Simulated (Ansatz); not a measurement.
CH4BrFSn (`F[CH2][SnH2][Br]`), relaxed with RKS PBE-D4/def2-SVP in the Gaussian-basis code of Ansatz from a rough embedded geometry. The force threshold is 0.03 eV/Å; the program also tests the step.

Charge 0, multiplicity 1. Sn: def2 effective core potential.

Start:

```xyz
8

F     0.652    0.938    1.629
C    -0.342    0.835    0.758
Sn    0.269   -0.567   -0.725
Br    0.648   -2.792    0.279
H    -0.557    1.805    0.296
H    -1.269    0.480    1.268
H    -1.058   -0.728   -1.947
H     1.657    0.028   -1.557
```

Task: How much energy does the relaxation release, and in how many steps? (Best estimate.)

Result: Ansatz gave: 20.69 kJ/mol, in 14 steps, 1 of them rejected.

Task: Which bonds change most? (Estimate.)

Result: The calculation gave: Sn3–H7 from 1.811 to 1.732 Å; C2–Sn3 from 2.130 to 2.202 Å; Sn3–Br4 from 2.471 to 2.527 Å; F1–C2 from 1.325 to 1.380 Å.

Task: Give the relaxed structure. (Estimate.)

Result: Computed: 
```xyz
8

F     0.766    1.262    1.484
C    -0.354    0.846    0.793
Sn    0.239   -0.526   -0.824
Br    0.428   -2.817    0.226
H    -0.882    1.724    0.356
H    -1.049    0.307    1.474
H    -0.952   -0.665   -2.074
H     1.805   -0.132   -1.434
```
